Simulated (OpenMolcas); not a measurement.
An atom or ion with 5 electrons was computed by MS-CASPT2, IPEA 0.25 Eh, imaginary shift 0.1 Eh with spin-orbit coupling (OpenMolcas, ANO-RCC-VQZP, DKH2). The lowest levels that the run gave, each within 12 % of the measured value where one is at hand:

```
  J  Parity  E (cm⁻¹)      g
1/2     odd       0.0  0.666
3/2     odd       355  1.334
1/2    even     70110  2.671
3/2    even     70240  1.735
5/2    even     70450  1.601
3/2    even    126840  0.800
5/2    even    126850  1.200
1/2    even    164380  2.002
1/2    even    182010  0.666
3/2    even    182260  1.334
3/2     odd    230580  2.002
3/2     odd    255670  0.800
```

**Question.** Which ion is it, and what are the configurations and terms?

**Answer.** O³⁺ (Z = 8, charge +3; active space 3 electrons in 4 orbitals (2s 2p)). J, parity and g give the terms where levels are pure, and mixed ones are named by the computed weights; the size of the splittings, set against known spectra of the 5-electron sequence, gives the charge. In order, with the measured energies in cm⁻¹ (Moore, Selected Tables of Atomic Spectra, NSRDS-NBS 3, section 10): 2s² 2p ²P°_1/2, 2s² 2p ²P°_3/2 (386), 2s 2p² ⁴P_1/2 (71440), 2s 2p² ⁴P_3/2 (71570), 2s 2p² ⁴P_5/2 (71756), 2s 2p² ²D_3/2 (126950), 2s 2p² ²D_5/2 (126936), 2s 2p² ²S_1/2 (164366), 2s 2p² ²P_1/2 (180481), 2s 2p² ²P_3/2 (180724), 2p³ ⁴S°_3/2 (231538), 2p³ ²D°_3/2 (255185).

CASPT2 does not keep the components of a term degenerate, so their means are used; among the terms shown or strongly mixed into the levels shown the widest spread is 420 cm-1 (2p³ ²D°). Measured partners are found by configuration, term and J. A level has none where our copy of the source lacks it or the pairing is in doubt (some pairs that miss far off the trend of their configuration count as doubtful), and it then counts in no deviation. Levels of configurations outside the active space are missing.

° marks odd parity.
